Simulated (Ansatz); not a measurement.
CH7BrSi2 (`[SiH3]C[SiH2]Br`). The species carries charge 0 and has multiplicity 1. All single points use the PBE0-D4/def2-TZVP geometry. It is one conformer, not always the lowest.

```xyz
11

Si    1.428   -0.573    0.615
C     0.213   -0.010   -0.701
Si   -1.437    0.520   -0.033
Br   -2.775    1.167   -1.694
H     0.871   -1.731    1.363
H     2.716   -0.979   -0.007
H     1.688    0.531    1.577
H     0.652    0.827   -1.255
H     0.058   -0.826   -1.414
H    -2.117   -0.599    0.662
H    -1.297    1.674    0.887
```

(1) What is the dipole moment at B3LYP/def2-TZVPP? (An estimate is asked.)

(2) And with PBE, r2SCAN, ωB97M-V? (Best estimate.)

(3) Give the Mulliken charges with B3LYP, r2SCAN, ωB97M-V in def2-TZVPP. (Estimate.)

Results:

(1) Ansatz gave: 1.42 D, with components (1.31, -0.50, 0.25) D in this frame, pointing from negative to positive charge.

(2) The calculation gave: PBE 1.35 D, r2SCAN 1.42 D, ωB97M-V 1.44 D.

(3) Computed: 
```csv
atom,B3LYP,r2SCAN,ωB97M-V
Si1,0.25,0.27,0.16
C2,-0.32,-0.30,-0.42
Si3,0.37,0.39,0.28
Br4,-0.24,-0.24,-0.21
H5,-0.06,-0.06,-0.02
H6,-0.06,-0.07,-0.02
H7,-0.06,-0.06,-0.02
H8,0.11,0.09,0.13
H9,0.11,0.09,0.13
H10,-0.05,-0.06,-0.01
H11,-0.05,-0.06,-0.01
```

B3LYP here is the variant with VWN-RPA as its local correlation; programs differ in this.
